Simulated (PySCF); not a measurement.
Spin states of BiF⁺

Unrestricted PBE0; PySCF, scalar-relativistic core potentials, basis sets Bi def2-SVPD with ECP60, F def2-SVPD. Outer shells of the fragments: Bi+ 5d10 6s2 6p2; F 2s2 2p5.

Followed along the bond (rough minima from three points):

```csv
2Ms+1,unpaired,⟨S²⟩ at the start,R at minimum (Å),Te (eV)
2,π ↑,0.75,2.00,0.00
4,π ↑↑↑,3.75,none in the scan,≤ 3.61
```

Solutions found at the starting distance of 2.175 Å, counted from the lowest of them; the search is not exhaustive and high or unbound solutions are not listed, so other states can lie among these:

```
2Ms+1   unpaired   term  E (eV)  ⟨S²⟩  ⟨Lz²⟩  μ (D)
    2        π ↑     ²Π    0.00  0.75   1.00  -4.18
    2        σ ↑    ²Σ⁺    2.38  0.75   0.00  -3.58
    4      π ↑↑↑     ⁴Π    3.64  3.75   1.00   0.97
    4  σ ↑, π ↑↑    ⁴Σ⁻    3.86  3.76   0.00  -0.32
    2      π ↑↑↓  mixed    4.02  1.76   3.01   0.98
    2  σ ↓, π ↑↑  mixed    4.08  1.76   0.00  -0.04
```

A term symbol is given only where ⟨S²⟩ and ⟨Lz²⟩ are close to those of a pure state; real π, δ and φ orbitals otherwise mix terms. A positive dipole points towards F; it is taken about the centre of mass and depends on that origin.

These are scalar-relativistic numbers at best; spin–orbit coupling would shift them, the dissociation energy most. Counting both spins, an empty level lies below a filled one in some of these solutions, because spin and occupation are held.
